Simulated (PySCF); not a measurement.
# [CeSF]+ relaxed at several levels

Computed with PySCF 2.14.0, PBE0, def2-SVP on the ligands, density fitting, scalar-relativistic core potentials, no spin-orbit coupling, vacuum. Each row is relaxed at its own level from the same template. Distances are means of the shortest metal–ligand contacts, charges and spins Mulliken's. lcecp potentials hold a fixed number of 4f electrons in the core, out of states, spins and gaps.

```
level   basis on the metal  point group  M–S (Å)  M–F (Å)  charge on M (e)  HOMO–LUMO gap (eV)  strongest infrared band, degenerate modes summed (cm⁻¹)  unstable modes (below −25 cm⁻¹)
 PBE0  def2-SVP with ECP28           Cs    2.246    1.949             1.25                3.64                                                      661                                0
```

Task: What does the calculation give for PBE0, lcecp-2-SVP with ECP46?

Result: point group: Cs, M–S (Å): 2.270, M–F (Å): 1.979, charge on M (e): 1.44, strongest infrared band, degenerate modes summed (cm⁻¹): 675, unstable modes (below −25 cm⁻¹): 0.
```xyz
3

Ce   -0.1867    0.0000   -0.5294
S     1.6249    0.0000    0.8386
F    -1.6946    0.0000    0.7526
```

One start shape was tried for each, so a minimum needn't be the lowest isomer.
